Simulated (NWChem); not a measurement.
System: CH5NOZn; SMILES [O]([Zn][NH2])C

```xyz
9

Zn     0.0577    -0.4091    -0.0001
O      0.4961     1.3076    -0.0004
C     -0.3616     2.3951     0.0003
H     -1.0190     2.4475     0.8946
H      0.2257     3.3333    -0.0068
H     -1.0296     2.4407    -0.8865
N     -0.0927    -2.2158    -0.0002
H     -0.5333    -2.6341    -0.8163
H     -0.5258    -2.6346     0.8197
```
Atoms are numbered in this order, from 1.

The geometry was optimised at PBE0/def2-SVP.

List the 4 lowest vertical singlet excitations from PBE0/def2-SVPD, TDA (NWChem).


```
state  energy (eV)  oscillator strength  leading excitation (squared amplitude)
-----  -----------  -------------------  --------------------------------------
S1            5.13                0.088                      HOMO → LUMO (0.92)
S2            5.15                0.006                    HOMO−1 → LUMO (0.97)
S3            5.81                0.034                    HOMO−2 → LUMO (0.86)
S4            5.91                0.004                    HOMO → LUMO+1 (0.99)
```
